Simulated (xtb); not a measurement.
sulfur hexafluoride (F6S), SMILES FS(F)(F)(F)(F)F. All values are semi-empirical tight-binding results from xtb (GFN2-xTB unless named), good for trends rather than for accurate numbers. The structure is a stationary point at GFN2-xTB.

Optimised geometry:

Bond lengths (Å): F1–S2 1.590, S2–F3 1.590, S2–F4 1.590, S2–F5 1.590, S2–F6 1.590, S2–F7 1.590. Bond angles (°): F1–S2–F3 90.0, F1–S2–F4 90.0, F1–S2–F5 90.0, F1–S2–F6 90.0, F1–S2–F7 180.0, F3–S2–F4 90.0, F3–S2–F5 180.0, F3–S2–F6 90.0, F3–S2–F7 90.0, F4–S2–F5 90.0, F4–S2–F6 180.0, F4–S2–F7 90.0, F5–S2–F6 90.0, F5–S2–F7 90.0, F6–S2–F7 90.0.
Charge 0, spin multiplicity 1.

Estimate the properties. (The exact figures need the calculation; the answer reports its results.)


```yaml
point_group_as_xtb_finds_it: Oh
orbital_gap: 7.42 eV
zero_point_energy: 10.6 kcal/mol
G − E(el) at 298.15 K (modified RRHO): -6.7 kcal/mol
static polarisability (D4 model): 40.6 bohr³
solvation energy, GFN2-xTB/ALPB(water): -3.6 kcal/mol
solvation energy, GFN2-xTB/ALPB(methanol): 5.8 kcal/mol
```

Computed atomic charges and the Wiberg bond orders between heavy atoms:
charges (e) F1 -0.41, S2 2.44, F3 -0.41, F4 -0.41, F5 -0.41, F6 -0.41, F7 -0.41. Bond orders F1–S2 0.68, S2–F3 0.68, S2–F4 0.68, S2–F5 0.68, S2–F6 0.68, S2–F7 0.68.
